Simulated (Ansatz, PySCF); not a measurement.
Al(Me)2(SiH3) (C2H9AlSi), SMILES [CH3][Al]([CH3])[SiH3]. Atoms are numbered in the order given.

```xyz
13

Al     0.3233    -0.3142     0.3052
C      2.1770    -0.5586    -0.2840
H      2.6442    -1.4682     0.1287
H      2.7878     0.2980     0.0587
H      2.2755    -0.5865    -1.3822
C     -0.3674    -1.1431     1.9418
H     -1.1741    -1.8595     1.7009
H     -0.8230    -0.3908     2.6099
H      0.3997    -1.6880     2.5159
Si    -1.1633     1.0822    -1.0495
H     -2.4003     1.5133    -0.3234
H     -1.6173     0.3419    -2.2732
H     -0.4815     2.3246    -1.5377
```

Coordinates come from a ωB97X-D3(BJ)/def2-SVP optimisation. The structure was generated by enumeration; whether it is a known compound was not checked.

Two levels are set side by side: PBE-D3(BJ)/def2-SVP (Ansatz, a quantum-chemistry and plane-wave program) and ωB97X-D3(BJ)/def2-SVP (PySCF). Each level has its own optimised geometry; the coordinates shown are those of the second. Differences are taken from unrounded values.

| quantity | ωB97X-D3(BJ) | PBE-D3(BJ) | PBE-D3(BJ) minus ωB97X-D3(BJ) |
|---|---|---|---|
| mean bond length (Å) | 1.458 | 1.468 | 0.011 |
| bond Al1–C2 (Å) | 1.960 | 1.971 | 0.010 |
| bond Al1–C6 (Å) | 1.960 | 1.971 | 0.010 |
| bond Al1–Si10 (Å) | 2.448 | 2.473 | 0.024 |
| bond C2–H3 (Å) | 1.103 | 1.110 | 0.007 |
| bond C2–H4 (Å) | 1.106 | 1.114 | 0.007 |
| bond C2–H5 (Å) | 1.103 | 1.110 | 0.007 |
| bond C6–H7 (Å) | 1.105 | 1.113 | 0.007 |
| bond C6–H8 (Å) | 1.104 | 1.112 | 0.007 |
| bond C6–H9 (Å) | 1.102 | 1.109 | 0.007 |
| bond Si10–H11 (Å) | 1.498 | 1.511 | 0.013 |
| bond Si10–H12 (Å) | 1.501 | 1.514 | 0.013 |
| bond Si10–H13 (Å) | 1.499 | 1.512 | 0.013 |

GGA bonds tend to be longer and softer than those of functionals with exact exchange. Differences between two approximate levels are no errors against the true value.
